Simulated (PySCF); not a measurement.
**How methods differ on the ionisation energy of Ar²⁺**

Ar²⁺ [Ne] 3s2 3p4 (3P) → Ar³⁺ [Ne] 3s2 3p3 (4S), as a difference of total energies. All numbers are calculated (PySCF 2.14, the spin-free X2C one-electron Hamiltonian (Gaussian nucleus), in aug-cc-pCVTZ-DK). Correlated levels: valence: [Ne] frozen. The calculations carry no spin-orbit coupling.

| method | ionisation energy (eV) |
| --- | --- |
| UHF | 39.387 |
| MP2 (valence) | 40.211 |
| SCS-MP2 (valence) | 40.302 |
| CCSD (valence) | 40.323 |
| CCSD(T) (valence) | 40.351 |

Q: How much does correlation contribute at CCSD(T) (valence)?

A: 40.351 − (39.387) = 0.964 eV, measured against UHF.

A first-order spin-orbit estimate (lowest level to lowest level, LS coupling) adds 0.063 eV.

Errors of the correlated levels include the incompleteness of this basis and the frozen core.

For comparison: 40.735 ± 0.012 eV (semi-empirical (NIST evaluation); NIST Atomic Spectra Database, ionization energies).
